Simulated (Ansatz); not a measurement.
This geometry of CH₃BrSZn (7 atoms, charge 0, multiplicity 1) is a first-order saddle point.

Method: RKS PBE0/def2-mTZVP (Ansatz).

```xyz
7
Properties=species:S:1:pos:R:3
C -0.996 -0.238 0.692
S 0.783 -0.685 0.857
Zn 1.670 0.228 -0.887
Br 2.628 1.164 -2.686
H -1.294 0.325 1.575
H -1.211 0.362 -0.189
H -1.580 -1.155 0.637
```

Question: Which two structures does it join? (They come from a converged band through this point; their orientation in space is the band's.)

Answer: No bond is made or broken. The dihedral H6–C1–S2–Zn3 goes from 61 to -63°. The two ends are copies of one structure, up to a mirror image or an exchange of like atoms.

Image 0:

```xyz
7
Properties=species:S:1:pos:R:3
C -1.004 -0.313 0.627
S 0.575 -1.192 0.296
Zn 1.649 0.254 -0.905
Br 2.784 1.731 -2.154
H -0.849 0.601 1.198
H -1.547 -0.090 -0.289
H -1.609 -0.992 1.227
```

Image 6:

```xyz
7
Properties=species:S:1:pos:R:3
C -1.002 -0.308 0.633
S 0.744 -0.030 1.131
Zn 1.677 0.469 -0.756
Br 2.676 0.985 -2.697
H -1.535 -0.589 1.540
H -1.461 0.595 0.233
H -1.099 -1.121 -0.085
```

Question: How far does it lie above each of them?

Answer: 0.9 kcal/mol above the first and 0.9 kcal/mol above the second. This is the barrier of this one path; another mechanism may lie lower.

Run time: 88 s on 2 threads of Arm Neoverse V2 (shared host), peak memory 0.32 GiB.
